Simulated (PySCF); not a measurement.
One of the candidates below gave these computed data.

All candidates are C5H4FN.

* UV, first state: lowest singlet excitation: 5.10 eV (243 nm, f = 0.000) [TDDFT wB97X-D/def2-SVPD]
* Dipole: 3.33 D [wB97X-D/def2-SVPD]
* Polarisability: 68.6 au [wB97X-D/def2-SVPD]
* Rotational structure: rotational constants A, B, C: 20.546, 0.810, 0.787 GHz [PBE0-D3(BJ)/def2-SVP]
* UV, strongest line: among the 6 lowest singlet transitions: S6 at 8.02 eV (155 nm, f = 0.092) [TDDFT wB97X-D/def2-SVPD]

Electronic properties: PySCF, gas phase, density fitting. Levels stand in brackets. The structure is a single PBE0-D3(BJ)/def2-SVP conformer in the gas phase; no vibrational or solvent corrections.

Question: Which candidate is it?
A. `N#CC#CCCF`
B. `C#C[C@H](C#N)CF`
C. `N#C[C@]1(F)C=CC1`

Answer: A. It is `N#CC#CCCF`. Numbering: `[N:1]#[C:2][C:3]#[C:4][CH2:5][CH2:6][F:7]`. Its formula, C5H4FN, gives 4 degrees of unsaturation: 0 rings and 4 π bonds in the structure found. The optimised geometry has point group Cs and is an asymmetric top.

The others, at the same levels:
- `C#C[C@H](C#N)CF` fails: its computed lowest singlet excitation is 6.54 eV (190 nm, f = 0.000) (against 5.10 eV), static isotropic polarisability is 61.2 au (against 68.6 au) and rotational constant A is 3.257 GHz (against 20.546 GHz).
- `N#C[C@]1(F)C=CC1` fails: its computed lowest singlet excitation is 6.78 eV (183 nm, f = 0.107) (against 5.10 eV), static isotropic polarisability is 59.2 au (against 68.6 au) and rotational constant A is 4.464 GHz (against 20.546 GHz).

Each candidate is one conformer, not necessarily the lowest. The conformers computed, where there is a choice (atom-mapped SMILES and torsion angles):
- `[N:1]#[C:2][C:3]#[C:4][CH2:5][CH2:6][F:7]`: C4–C5–C6–F7 180°
- `[CH:1]#[C:2][C@H:3]([C:4]#[N:5])[CH2:6][F:7]`: C2–C3–C6–F7 -61°
